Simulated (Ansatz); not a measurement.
Coupled-cluster diagnostics for Cs₃H₂ (the lowest doublet isomer of a short search), Ansatz.

Geometry of the doublet (PBE-D4/def2-TZVP):

```xyz
5

Cs   -1.1398   -1.5606   -1.0592
Cs   -0.5480    2.3537    0.6552
Cs    3.1579   -1.6310    0.7011
H    -2.3308    0.8494   -0.6397
H     0.8606   -0.0115    0.3427
```

In the def2 sets Cs takes a core potential; there is no spin–orbit coupling. Correlated methods freeze no core orbitals; core or outer-core shells of Cs are correlated, in sets that lack core-valence functions. In the quartet geometry the species has come apart into loosely held pieces. In the quartet, H4 and H5 lie 0.78 Å apart (atoms count from 1), so H2 has formed as a molecule. At PBE0-D4/def2-TZVPD a triplet of charge -1 lies 0.07 eV below the restricted singlet at the same geometry. The structure comes from a short search, and lower isomers may exist.

Geometry of the charge 0 quartet (PBE-D4/def2-TZVP):

```xyz
5

Cs   -1.8779    3.0207   -0.8320
Cs   -1.7707   -3.1104    0.7192
Cs    3.3493   -0.3742   -1.7145
H    -0.1667    0.2837    1.1323
H     0.4661    0.1802    0.6949
```

(1) Estimate the CCSD(T) correlation energy, the shares of MP2 and (T), T1 and the reference's ⟨S²⟩ for: charge 0, doublet, own geometry in def2-TZVPP; charge 0, doublet, own geometry in def2-TZVPD; charge 0, quartet, own geometry in def2-TZVPP; charge 1, singlet, vertical in def2-TZVPP; charge -1, singlet, vertical in def2-TZVPD; and the rough time on 4 threads of Arm Neoverse V2 on a shared host.

Results:

(1) 
| state | basis | correlation (eV) | MP2 share (%) | (T) share (%) | T1 | ⟨S²⟩ (pure) | wall time | remarks |
| --- | --- | --- | --- | --- | --- | --- | --- | --- |
| charge 0, doublet, own geometry | def2-TZVPP | -14.666 | 87.6 | 2.6 | 0.017 | 0.75 (0.75) | 58 s | – |
| charge 0, doublet, own geometry | def2-TZVPD | -10.894 | 90.3 | 1.4 | 0.019 | 0.75 (0.75) | 34 s | – |
| charge 0, quartet, own geometry | def2-TZVPP | -14.178 | 88.3 | 2.6 | 0.016 | 3.75 (3.75) | 52 s | – |
| charge 1, singlet, vertical | def2-TZVPP | -14.392 | 87.5 | 2.5 | 0.009 | 0.00 (0.00) | 12 s | – |
| charge -1, singlet, vertical | def2-TZVPD | -11.523 | 89.4 | 1.9 | 0.032 | 0.00 (0.00) | 10 s | HOMO above zero, large T1, restricted SCF unstable |
Customary marks for T1 are 0.02 (closed shells), 0.045 (open shells) and about 0.05 (3d metals). T1 exceeds 0.02 in 1 of 5 rows and 0.045 in 0; the higher it lies, the less the single-reference result can be trusted.
